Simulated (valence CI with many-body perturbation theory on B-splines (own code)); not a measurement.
Hf LXVII: calculated level list

Level of theory: relativistic CI+MBPT: four valence electrons over a frozen Dirac-Fock core [He], a basis of 9 s, 9 p, 8 d, 6 f, 3 g, 1 h functions for each j, with the one-electron correlation potential Σ1 (screened to all orders), the two-electron term Σ2, the three-electron term Σ3, Breit, model QED; selected single and double excitations, second order for the rest, scaled by the run's own slope (own B-spline code, finite nucleus).

The last digits are not significant, and no measured levels were compared; by estimate large intervals hold to a few tenths of a per cent, small ones and those within an open d or f shell to about a per cent.

Levels 1 to 40 of 40, with energies above the lowest level, (2s^2 2p1/2^2) J=0. "Leading %" is the weight of the configuration and term that name the level; weights of strongly mixed levels are sums over their largest components and can fall short, so below about 35 % the name and the second component can differ from the true leading terms, or belong to a minority configuration. In the jj column 3d3/2^4 stands for four electrons in 3d with j = 3/2.

| No. | Configuration | Term | J | E (Ry) | Leading % | Leading jj | g | Second component |
| --- | --- | --- | --- | --- | --- | --- | --- | --- |
| 1 | 2s²2p² | ³P | 0 | 0.00 | 68 | 2s^2 2p1/2^2 (100 %) |  | 32 % 2s²2p² ¹S |
| 2 | 2s²2p² | ³P | 1 | 91.36 | 100 | 2s^2 2p1/2 2p3/2 (100 %) | 1.470 |  |
| 3 | 2s²2p² | ¹D | 2 | 92.69 | 65 | 2s^2 2p1/2 2p3/2 (100 %) | 1.137 | 35 % 2s²2p² ³P |
| 4 | 2s2p³ | ³P° | 2 | 112.59 | 48 | 2s 2p1/2^2 2p3/2 (100 %) | 1.497 | 26 % 2s2p³ ⁵S° |
| 5 | 2s2p³ | ³D° | 1 | 118.84 | 31 | 2s 2p1/2^2 2p3/2 (100 %) | 1.111 | 30 % 2s2p³ ¹P° |
| 6 | 2s²2p² | ³P | 2 | 185.70 | 65 | 2s^2 2p3/2^2 (99 %) | 1.292 | 34 % 2s²2p² ¹D |
| 7 | 2s²2p² | ¹S | 0 | 190.15 | 68 | 2s^2 2p3/2^2 (99 %) |  | 32 % 2s²2p² ³P |
| 8 | 2s2p³ | ⁵S° | 2 | 201.91 | 50 | 2s 2p1/2 2p3/2^2 (100 %) | 1.548 | 46 % 2s2p³ ³D° |
| 9 | 2s2p³ | ³D° | 3 | 205.13 | 100 | 2s 2p1/2 2p3/2^2 (100 %) | 1.296 |  |
| 10 | 2s2p³ | ³P° | 0 | 209.54 | 100 | 2s 2p1/2 2p3/2^2 (100 %) |  |  |
| 11 | 2s2p³ | ³S° | 1 | 211.15 | 53 | 2s 2p1/2 2p3/2^2 (100 %) | 1.299 | 43 % 2s2p³ ³D° |
| 12 | 2s2p³ | ¹D° | 2 | 211.84 | 74 | 2s 2p1/2 2p3/2^2 (100 %) | 1.047 | 21 % 2s2p³ ³D° |
| 13 | 2s2p³ | ³P° | 1 | 212.15 | 63 | 2s 2p1/2 2p3/2^2 (100 %) | 1.297 | 33 % 2s2p³ ¹P° |
| 14 | 2p⁴ | ³P | 2 | 234.31 | 68 | 2p1/2^2 2p3/2^2 (99 %) | 1.307 | 32 % 2p⁴ ¹D |
| 15 | 2p⁴ | ¹S | 0 | 238.97 | 64 | 2p1/2^2 2p3/2^2 (99 %) |  | 35 % 2p⁴ ³P |
| 16 | 2s2p³ | ³P° | 2 | 300.60 | 51 | 2s 2p3/2^3 (100 %) | 1.434 | 19 % 2s2p³ ⁵S° |
| 17 | 2s2p³ | ¹P° | 1 | 306.72 | 36 | 2s 2p3/2^3 (100 %) | 1.157 | 25 % 2s2p³ ³D° |
| 18 | 2p⁴ | ³P | 1 | 326.79 | 100 | 2p1/2 2p3/2^3 (100 %) | 1.470 |  |
| 19 | 2p⁴ | ¹D | 2 | 328.14 | 68 | 2p1/2 2p3/2^3 (100 %) | 1.122 | 32 % 2p⁴ ³P |
| 20 | 2p⁴ | ³P | 0 | 423.14 | 65 | 2p3/2^4 (100 %) |  | 35 % 2p⁴ ¹S |
| 21 | 2s²2p3s | ³P° | 0 | 717.15 | 100 | 2s^2 2p1/2 3s (100 %) |  |  |
| 22 | 2s²2p3s | ³P° | 1 | 717.41 | 67 | 2s^2 2p1/2 3s (100 %) | 1.303 | 33 % 2s²2p3s ¹P° |
| 23 | 2s²2p3p | ³D | 1 | 723.41 | 74 | 2s^2 2p1/2 3p1/2 (100 %) | 0.635 | 22 % 2s²2p3p ¹P |
| 24 | 2s²2p3p | ³P | 0 | 726.81 | 67 | 2s^2 2p1/2 3p1/2 (99 %) |  | 32 % 2s²2p3p ¹S |
| 25 | 2s2p²3s | ⁵P | 1 | 736.48 | 41 | 2s 2p1/2^2 3s (98 %) | 2.004 | 31 % 2s2p²3s ³S |
| 26 | 2s2p²3s | ³P | 0 | 739.23 | 68 | 2s 2p1/2^2 3s (99 %) |  | 31 % 2s2p²3s ¹S |
| 27 | 2s2p²3p | ³P° | 1 | 743.34 | 33 | 2s 2p1/2^2 3p1/2 (99 %) | 1.342 | 21 % 2s2p²3p ⁵D° |
| 28 | 2s2p²3p | ³P° | 0 | 743.40 | 52 | 2s 2p1/2^2 3p1/2 (99 %) |  | 42 % 2s2p²3p ⁵D° |
| 29 | 2s²2p3p | ³D | 2 | 752.03 | 52 | 2s^2 2p1/2 3p3/2 (100 %) | 1.146 | 32 % 2s²2p3p ¹D |
| 30 | 2s²2p3p | ³P | 1 | 752.13 | 48 | 2s^2 2p1/2 3p3/2 (99 %) | 1.499 | 30 % 2s²2p3p ³S |
| 31 | 2s²2p3d | ³F° | 2 | 756.69 | 75 | 2s^2 2p1/2 3d3/2 (100 %) | 0.743 | 20 % 2s²2p3d ¹D° |
| 32 | 2s²2p3d | ³D° | 1 | 758.61 | 50 | 2s^2 2p1/2 3d3/2 (99 %) | 0.827 | 32 % 2s²2p3d ¹P° |
| 33 | 2s²2p3d | ³P° | 2 | 764.89 | 47 | 2s^2 2p1/2 3d5/2 (98 %) | 1.283 | 35 % 2s²2p3d ³D° |
| 34 | 2s²2p3d | ³F° | 3 | 765.19 | 46 | 2s^2 2p1/2 3d5/2 (100 %) | 1.093 | 32 % 2s²2p3d ¹F° |
| 35 | 2s2p²3p | ³P° | 2 | 771.59 | 36 | 2s 2p1/2^2 3p3/2 (98 %) | 1.497 | 19 % 2s2p²3p ⁵P° |
| 36 | 2s2p²3p | ³D° | 1 | 771.96 | 31 | 2s 2p1/2^2 3p3/2 (99 %) | 1.136 | 21 % 2s2p²3p ¹P° |
| 37 | 2s2p²3d | ³D | 1 | 776.19 | 47 | 2s 2p1/2^2 3d3/2 (100 %) | 0.469 | 35 % 2s2p²3d ⁵F |
| 38 | 2s2p²3d | ³D | 2 | 776.62 | 31 | 2s 2p1/2^2 3d3/2 (99 %) | 1.112 | 16 % 2s2p²3d ⁵F |
| 39 | 2s2p²3d | ³D | 3 | 784.15 | 38 | 2s 2p1/2^2 3d5/2 (100 %) | 1.329 | 17 % 2s2p²3d ⁵D |
| 40 | 2s2p²3d | ³F | 2 | 785.43 | 27 | 2s 2p1/2^2 3d5/2 (98 %) | 1.030 | 22 % 2s2p²3d ¹D |

The ionisation energy to 2s²2p ²P°1/2 of the next ion comes out as 17283 eV (NIST: 17280 ± 40 eV (theoretical)). All 40 levels together are meant to be complete up to 786.96 Ry.
